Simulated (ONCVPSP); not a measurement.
# scandium, ONCV: configuration errors across variants

Sc (Z = 21), optimised norm-conserving Vanderbilt (ONCV), made with ONCVPSP 4.0.1 (PBE, fully relativistic). Core [Ne], reference 3s2 3p6 3d1 4s2. Waves: 3s+4s: rc 1.70 bohr, ncon 4, nbas 7, qcut 7.6 1/bohr, 2 projectors; 3p: rc 1.80 bohr, ncon 5, nbas 9, qcut 7.4 1/bohr, 2 projectors, debl 1.9 Ha; 3d: rc 1.95 bohr, ncon 3, nbas 6, qcut 6.6 1/bohr, 2 projectors, debl 1.3 Ha. Local part: polynomial inside 1.15 bohr (lpopt 3, dvloc0 -1 Ha). Core correction: Teter function, fcfact 3.25, rcfact 1.25.

Open shells are filled in proportion to 2j + 1.

All-electron excitation energies from the reference (eV): (1) 3s2 3p6 3d1 4s1 6.897; (2) 3s2 3p6 3d1 4s0 19.665; (3) 3s2 3p6 3d0 4s2 8.381.

Errors AE − PS in meV (a dash: test not solved or not reliable):

```json
{"change": "base", "(1)": "+0.1", "(2)": "-1.0", "(3)": "+102", "bound ghosts": "none", "GHOST(+) flags above zero": "none"}
{"change": "p: rc 1.24", "(1)": "+0.1", "(2)": "-1.0", "(3)": "+102", "bound ghosts": "none", "GHOST(+) flags above zero": "none"}
{"change": "p: rc 1.48", "(1)": "+0.1", "(2)": "-1.0", "(3)": "+102", "bound ghosts": "none", "GHOST(+) flags above zero": "none"}
{"change": "p: rc 1.58", "(1)": "+0.1", "(2)": "-1.0", "(3)": "+102", "bound ghosts": "none", "GHOST(+) flags above zero": "none"}
{"change": "p: rc 1.74", "(1)": "+0.1", "(2)": "-1.0", "(3)": "+103", "bound ghosts": "none", "GHOST(+) flags above zero": "none"}
{"change": "p: rc 1.9", "(1)": "+0.1", "(2)": "-1.0", "(3)": "+102", "bound ghosts": "none", "GHOST(+) flags above zero": "none"}
{"change": "p: rc 2.1", "(1)": "+0.1", "(2)": "-1.1", "(3)": "+101", "bound ghosts": "none", "GHOST(+) flags above zero": "none"}
{"change": "p: rc 2.26", "(1)": "+0.1", "(2)": "-1.3", "(3)": "+100", "bound ghosts": "none", "GHOST(+) flags above zero": "none"}
{"change": "p: rc 2.44", "(1)": "0.0", "(2)": "-2.2", "(3)": "+98", "bound ghosts": "none", "GHOST(+) flags above zero": "none"}
```

Task: Give the same row for: p: rc 2.58.

Result: -0.2, -3.6, +96; bound ghosts: none; GHOST(+) flags above zero: none.
